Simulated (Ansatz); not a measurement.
Pd3Au2⁺. The state is a doublet with charge 1. Geometry r2SCAN-D4/def2-SVP, basis def2-TZVP, Ansatz.

```xyz
5

Pd   -1.878   -0.602   -0.752
Pd    1.913    0.517    0.725
Pd   -0.564    1.355    0.421
Au   -0.090   -1.196    1.136
Au    0.618   -0.074   -1.530
```

```
run  HOMO (eV)  LUMO (eV)
  A      -9.57      -9.17
  B      -9.88      -8.78
  C     -10.45      -8.27
  D      -9.60      -9.38
  E      -9.51      -9.27
```

In the def2 sets Au, Pd take a core potential; there is no spin–orbit coupling. No other spin state of charge 1 was run. Another isomer (doublet) lies 0.14 eV lower at PBE0-D4/def2-TZVP; other spin states weren't run for this one.

HOMO and LUMO are taken over both spins.

Question: The runs used BLYP, PBE, PBE0, r2SCAN, r2SCANh. Estimate which is which.

Answer: A r2SCAN (0 % exact exchange); B r2SCANh (10 % exact exchange); C PBE0 (25 % exact exchange); D PBE (0 % exact exchange); E BLYP (0 % exact exchange). Exact exchange lowers occupied and raises empty levels; among semilocal functionals meta-GGAs tend to open the gap a little, and such runs are hard to tell apart. The gap grows from 0.22 eV (PBE) to 2.17 eV (PBE0).
